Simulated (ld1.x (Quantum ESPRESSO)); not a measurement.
# Logarithmic derivatives: Tc, TM

```
Element                 : Tc (Z = 43)
Generator               : ld1.x (Quantum ESPRESSO) 7.5
Type                    : norm-conserving Troullier–Martins (Kleinman–Bylander form)
Functional              : BLYP
Relativity              : scalar-relativistic
Frozen core             : [Kr]
Valence charge          : 7
Reference configuration : 4d5 5s1.5 5p0.5
Partial waves           : 5s (bound): rc 1.90 bohr; 5p (bound): rc 3.70 bohr; 4f channel at 2.85 Ry: rc 2.85 bohr; 4d (bound): rc 1.25 bohr
Local potential         : the d channel
Core correction         : none
```

The phase is arctan(r·u′/u) with u = r·R(r), unwrapped; energies in Ry, scanned from -3 to 5 Ry. A pole is an energy at which the radial function vanishes at the test radius. The pseudo phase is shifted by a multiple of π to meet the all-electron one at the reference energy, and phase errors are pseudo minus all-electron; the curves can meet again beyond the range given. Levels narrower than the energy grid can be missing from the lists of poles. Where the grid stepped over a known ghost or core level, its pole and its step of π were put in at the level’s energy.

| channel | radius (bohr) | reference energy (Ry) | poles, all-electron | poles, pseudo | unbroken range about the reference energy with phases within 0.05 rad | phase error 1 Ry above the reference energy (rad) |
| --- | --- | --- | --- | --- | --- | --- |
| s | 3.98 | -0.40 | 0.01, 3.35 | 0.01, 2.74 | below 1.0 | -0.007 |
| p | 3.98 | -0.12 | 0.64, 4.13 | -2.43, 0.62, 3.47 | -2.4 to 1.5 | -0.008 |
| d | 3.98 | -0.53 | -0.49, 1.85 | -0.49, 1.85 | below 3.4 | -0.001 |
| f | 3.98 | 2.85 | 1.65, 3.86 | 1.11, 3.03, 4.58 | 2.8 to 3.0 | -3.055 |

Note: ghost states, extra bound levels that the all-electron valence spectrum of the same l lacks: s at -71.6 eV, p at -33.0 eV. A true bound ghost makes a file unfit for plane-wave use.

Phases in the s channel:

| E (Ry) | all-electron | pseudo |
| --- | --- | --- |
| -3.00 | 1.413 | 1.413 |
| -2.52 | 1.395 | 1.395 |
| -2.04 | 1.368 | 1.368 |
| -1.56 | 1.323 | 1.323 |
| -1.08 | 1.216 | 1.216 |
| -0.60 | 0.453 | 0.452 |
| -0.12 | -1.490 | -1.491 |
| 0.36 | -1.698 | -1.701 |
| 0.84 | -1.872 | -1.891 |
| 1.32 | -2.502 | -2.796 |
| 1.80 | -4.228 | -4.381 |
| 2.28 | -4.543 | -4.615 |
| 2.76 | -4.645 | -4.716 |
| 3.24 | -4.702 | -4.824 |
| 3.72 | -4.747 | -5.508 |
| 4.20 | -4.793 | -7.671 |
| 4.68 | -4.858 | -7.801 |
